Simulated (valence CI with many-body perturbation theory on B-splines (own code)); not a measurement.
# Pr LIII: calculated level list

Method: valence CI with perturbative core correlation (CI+MBPT): five valence electrons over a frozen Dirac-Fock core [He], a basis of 11 s, 11 p, 10 d, 8 f, 5 g, 2 h functions for each j, with the one-electron correlation potential Σ1, the two-electron term Σ2, the three-electron term Σ3, Breit, model QED; selected CI, second order for the rest, scaled by the run's own slope (own B-spline code, finite nucleus).

The last digits are not significant, and no measured levels were compared; by estimate large intervals hold to a few tenths of a per cent, small ones and those within an open d or f shell to about a per cent. Among the levels kept, up to 7100 cm⁻¹ of a level comes from second order outside the variational space, and about a tenth of that is noise between levels of different J, which matters for small intervals.

Levels 181 to 197 of 197, with energies above the lowest level, (2s^2 2p1/2^2 2p3/2) J=3/2. "Leading %" is the weight of the configuration and term that name the level; weights of strongly mixed levels are sums over their largest components and can fall short. In the jj column 3d3/2^4 stands for four electrons in 3d with j = 3/2. Lifetimes count E1, E2, E3, M1 and M2 decay at the calculated energies, and are blank where another channel may lead or the interval is too uncertain; long ones can be off by a factor of two.

| No. | Configuration | Term | J | E (eV) | Leading % | Lifetime | Second component | Leading jj |
| --- | --- | --- | --- | --- | --- | --- | --- | --- |
| 181 | 2s 2p3 3d | 4D° | 5/2 | 7151.8 | 37 | 3.72 fs | 19 % 2s 2p3 3d 2D° | 2s 2p1/2 2p3/2^2 3d5/2 (98 %) |
| 182 | 2s 2p3 3d | 2G° | 9/2 | 7157.5 | 81 | 231 fs | 12 % 2s 2p3 3d 4G° | 2s 2p1/2 2p3/2^2 3d5/2 (98 %) |
| 183 | 2s 2p3 3d | 2F° | 7/2 | 7160.6 | 55 | 29.8 fs | 9 % 2s 2p3 3d 4D° | 2s 2p1/2 2p3/2^2 3d5/2 (99 %) |
| 184 | 2s 2p3 3d | 2F° | 7/2 | 7164.4 | 48 | 1.66 fs | 25 % 2s 2p3 3d 4F° | 2s 2p1/2 2p3/2^2 3d5/2 (97 %) |
| 185 | 2s 2p3 3d | 2D° | 3/2 | 7165.8 | 44 | 1.51 fs | 20 % 2s 2p3 3d 2P° | 2s 2p1/2 2p3/2^2 3d5/2 (90 %) |
| 186 | 2s 2p3 3d | 2D° | 5/2 | 7169.6 | 39 | 4.60 fs | 28 % 2s 2p3 3d 2F° | 2s 2p1/2 2p3/2^2 3d5/2 (98 %) |
| 187 | 2s 2p3 3d | 2D° | 3/2 | 7171.4 | 39 | 10.6 fs | 22 % 2s 2p3 3d 2P° | 2s 2p1/2 2p3/2^2 3d5/2 (97 %) |
| 188 | 2s 2p3 3d | 2S° | 1/2 | 7172.1 | 48 | 1.49 fs | 27 % 2s 2p3 3d 2P° | 2s 2p1/2 2p3/2^2 3d5/2 (90 %) |
| 189 | 2s 2p3 3d | 2P° | 3/2 | 7180.2 | 39 | 930 as | 28 % 2s 2p3 3d 2D° | 2s 2p1/2 2p3/2^2 3d5/2 (94 %) |
| 190 | 2p4 3p | 2P° | 1/2 | 7180.9 | 59 | 12.0 fs | 16 % 2p4 3p 4D° | 2p1/2^2 2p3/2^2 3p1/2 (81 %) |
| 191 | 2s 2p3 3d | 2D° | 5/2 | 7183.3 | 41 | 1.03 fs | 35 % 2s 2p3 3d 2F° | 2s 2p1/2 2p3/2^2 3d5/2 (94 %) |
| 192 | 2p4 3p | 2D° | 5/2 | 7270.5 | 48 | 6.76 fs | 38 % 2p4 3p 4P° | 2p1/2^2 2p3/2^2 3p3/2 (95 %) |
| 193 | 2p4 3p | 4D° | 7/2 | 7271.0 | 68 | 7.04 fs | 30 % 2p4 3p 2F° | 2p1/2^2 2p3/2^2 3p3/2 (98 %) |
| 194 | 2p4 3p | 2P° | 1/2 | 7272.3 | 48 | 6.07 fs | 38 % 2p4 3p 2S° | 2p1/2^2 2p3/2^2 3p3/2 (97 %) |
| 195 | 2s 2p3 3s | 4P° | 5/2 | 7282.6 | 49 | 54.2 fs | 16 % 2s 2p3 3s 2D° | 2s 2p3/2^3 3s (95 %) |
| 196 | 2s 2p3 3s | 2P° | 3/2 | 7299.8 | 40 | 14.3 fs | 16 % 2s 2p3 3s 4S° | 2s 2p3/2^3 3s (98 %) |
| 197 | 2p4 3p | 2P° | 3/2 | 7307.7 | 44 | 6.66 fs | 29 % 2p4 3p 2D° | 2p1/2^2 2p3/2^2 3p3/2 (97 %) |
